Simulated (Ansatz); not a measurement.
Reaction (atomization): `[SeH]C1O[SiH2]1` → C• + 4 H• + O• + Se• + Si•

Isolated molecules relaxed with PBE0-D4/def2-TZVP in Ansatz; ΔE leaves out vibrations. CCSD(T)/CBS adds triple-zeta CCSD(T) − MP2 to the extrapolated MP2 energy (def2 sets, frozen cores). This one scheme is used for every species, atoms too. Functionals use def2-TZVPP. No spin–orbit coupling; open shells (•) take unrestricted orbitals. Spin–orbit coupling would lower the free atoms: a little for C, O, Si; clearly for Se. Bonds to Se are less sure, by a few kJ/mol each and by 10 to 20 or more in all where they break to atoms, as the def2 sets lack core-valence functions. Scalar relativity is left out up to krypton. Each species was taken in one conformer, which may not be the lowest.

```json
{"level": "r2SCAN-D4", "ΔE (kJ/mol)": "2642.6"}
{"level": "PBE", "ΔE (kJ/mol)": "2671.4"}
{"level": "CCSD/def2-TZVPP", "ΔE (kJ/mol)": "2494.8"}
{"level": "HF/CBS(def2)", "ΔE (kJ/mol)": "1768.5"}
```

What does CCSD(T)/CBS give? (Estimate.)

Ansatz gave: +2636.5 kJ/mol. The listed levels differ from it by 6.1, 34.9, -141.7, -868.0 kJ/mol.

Largest T1 diagnostic among the species: 0.013.

From PBE to PBE0 (25 % exact exchange), in def2-TZVPP and without D4, ΔE moves by −68.0 kJ/mol: exact exchange takes away binding that semilocal exchange gives to molecules. The D4 term adds +30.2 kJ/mol with B3LYP and +15.5 kJ/mol with PBE0; it sums over pairs of atoms, weighted by their polarisabilities, and B3LYP, whose exchange is more repulsive, gets the larger term. In def2-TZVPP, CCSD(T) changes the Hartree–Fock value by +787.9 kJ/mol (the triples alone add +55.0 kJ/mol) and MP2 by +842.2 kJ/mol; breaking electron pairs costs correlation energy, which Hartree–Fock lacks.

B3LYP here is the variant with VWN-RPA as its local correlation; programs differ in this.

For atomizations the MP2-based limit and the directly extrapolated one differ by several kJ/mol either way, and by 10 to 25 for some Ge, Se and Sn compounds, so smaller differences from it don't rank the levels.
